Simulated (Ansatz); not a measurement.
Cost and result for the atomization energy of FGaH4Si (`[F][GaH][SiH3]`) (7 atoms, 6 bonds).

Total charge 0; spin multiplicity 1. Correlated methods include outer-core shells of Ga, which these sets cover unevenly. Scalar relativity is left out up to krypton. Geometry: relaxed with PBE0-D4/def2-TZVP. Program: Ansatz. All runs use 4 threads of a server CPU on a shared host. Times are those of one run each, without the atoms' runs, and a repeat can differ threefold. Electronic energies, without spin–orbit coupling; frozen cores. CCSD(T)/CBS adds CCSD(T) − MP2 in def2-TZVPP to the MP2 limit, and its time is that of the two runs behind it. T1 = 0.014. With those shells the extrapolation isn't a true limit. B3LYP takes the VWN-RPA correlation (the form of Gaussian; ORCA's B3LYP/G).

CCSD(T)/CBS is a level of theory with its own doubt, some kJ/mol a heavy atom from the limit and from the frozen cores, so smaller differences don't rank the functionals.

```csv
level,functions,wall time
revPBE-D4/def2-TZVPP,177,1.1 s
PBE-D4/def2-TZVPP (with forces),177,1.3 s
BHLYP-D4/def2-TZVPP,177,1.6 s
CCSD(T)/def2-SVP,84,1.7 s
B3LYP-D4/def2-TZVPP (with forces),177,2 s
CAM-B3LYP-D4/def2-TZVPP,177,2.2 s
r2SCAN-D4/def2-TZVPP (with forces),177,2.8 s
ωB97X-V/def2-TZVPP,177,4 s
B97M-V/def2-TZVPP,177,4.6 s
ωB97M-V/def2-TZVPP (with forces),177,6.5 s
MP2/def2-QZVPP,336,8.5 s
CCSD(T)/def2-TZVPP,177,29 s
CCSD(T)/CBS(def2),–,37 s
```

Problem. What atomization energy does each give, and how far from CCSD(T)/CBS? (Estimate.)

Solution. The calculation gave: 
```tsv
level	atomization (kcal/mol)	difference from CCSD(T)/CBS	per bond
revPBE-D4/def2-TZVPP	451.2	-16.0	-2.7
PBE-D4/def2-TZVPP (with forces)	460.3	-6.9	-1.2
BHLYP-D4/def2-TZVPP	453.1	-14.1	-2.4
CCSD(T)/def2-SVP	437.1	-30.1	-5.0
B3LYP-D4/def2-TZVPP (with forces)	460.7	-6.5	-1.1
CAM-B3LYP-D4/def2-TZVPP	465.4	-1.8	-0.3
r2SCAN-D4/def2-TZVPP (with forces)	465.9	-1.3	-0.2
ωB97X-V/def2-TZVPP	469.4	2.2	0.4
B97M-V/def2-TZVPP	468.3	1.1	0.2
ωB97M-V/def2-TZVPP (with forces)	462.7	-4.5	-0.7
MP2/def2-QZVPP	464.7	-2.5	-0.4
CCSD(T)/def2-TZVPP	457.6	-9.6	-1.6
CCSD(T)/CBS(def2)	467.2	0.0	0.0
```

The D4 term adds +4.5 kcal/mol with B3LYP and +2.3 kcal/mol with PBE0; it sums over pairs of atoms, weighted by their polarisabilities, and B3LYP, whose exchange is more repulsive, gets the larger term. From r2SCAN to r2SCAN0 (25 % exact exchange), in def2-TZVPP and without D4, the atomization energy moves by −7.1 kcal/mol: exact exchange takes away binding that semilocal exchange gives to molecules. At CCSD(T), def2-SVP lies −30.1 kcal/mol from the extrapolated value and def2-TZVPP −9.6 kcal/mol: correlation converges slowly with the basis, and small sets miss more of it in the bonded molecule than in its fragments.
